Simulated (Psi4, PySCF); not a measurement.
Conformational energy of C14H10Se, SMILES c1c[se]c(-c2cccc3ccccc23)c1. Scanned: dihedral Se3–C4–C5–C6; all other coordinates were relaxed at GFN2-xTB. Points at φ and −φ are mirror images. Heavy atoms are numbered in the order of the SMILES c1c[se]c(-c2cccc3ccccc23)c1, hydrogens after them in the order of the atoms that carry them; the mirror image has the same energies with the sign of each dihedral reversed.

Levels: RKS-B3LYP/6-31G* = restricted B3LYP/6-31G*, spherical d, density fitting // GFN2-xTB run with PySCF 2.14.0; PBE-D3(BJ)/def2-SVP // GFN2-xTB (Psi4).

Energies relative to the lowest point of each profile, in kcal/mol:

| φ / ° | RKS-B3LYP/6-31G* |
|---|---|
| -150 | 2.2 |
| -120 | 0.5 |
| -90 | 0.7 |
| -60 | 0.0 |
| -30 | 0.8 |
| 0 | 5.6 |
| 30 | 0.8 |
| 60 | 0.0 |
| 90 | 0.7 |
| 120 | 0.5 |
| 150 | 2.2 |
| 180 | 5.9 |

**Question.** What does PBE-D3(BJ)/def2-SVP give at the same points?

**Answer.** -150: 1.0; -120: 0.1; -90: 0.9; -60: 0.0; -30: 0.4; 0: 4.6; 30: 0.4; 60: 0.0; 90: 0.9; 120: 0.1; 150: 1.0; 180: 4.0 (kcal/mol).
